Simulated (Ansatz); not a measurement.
Born–Oppenheimer molecular dynamics of AlFH4OSi (8 atoms, charge 0, multiplicity 1). It goes on from the last frame of an earlier run, with new velocities.

Method: RKS PBE0/def2-SVP in Ansatz 0.2.0.

```
ensemble        : NVT, Langevin thermostat
time step       : 1 fs
steps asked     : 150
set temperature : 700 K
friction        : 0.001 /fs
seed            : 722338
```

First frame:

```xyz
8
Properties=species:S:1:pos:R:3
Al -0.171 0.135 -0.228
F -0.112 0.193 1.411
O 1.103 -0.711 -0.896
Si 2.501 -1.599 -1.110
H 2.298 -2.914 -1.738
H 3.245 -0.767 -2.043
H 3.068 -1.856 0.309
H -1.494 0.521 -1.136
```

**Question.** How far do the bonds stretch over the last three quarters of this one trajectory? (Pairs bonded in most of those frames.)

**Answer.** 
| bond | mean (Å) | spread (Å) | shortest | longest |
| --- | --- | --- | --- | --- |
| Al1–F2 | 1.663 | 0.025 | 1.62 | 1.71 |
| Al1–O3 | 1.692 | 0.041 | 1.63 | 1.79 |
| Al1–H8 | 1.571 | 0.057 | 1.47 | 1.68 |
| O3–Si4 | 1.656 | 0.034 | 1.59 | 1.71 |
| Si4–H5 | 1.501 | 0.024 | 1.45 | 1.56 |
| Si4–H6 | 1.515 | 0.085 | 1.38 | 1.64 |
| Si4–H7 | 1.505 | 0.050 | 1.42 | 1.58 |

Mean temperature of the second half: 418 K. The mean temperature of the second half is 40 % below the set value. A run of 0.15 ps of so small a system gives no equilibrium averages.

The run took 3.7 min on 2 threads of Arm Neoverse V2, with other jobs on the host, peak memory 0.15 GiB.
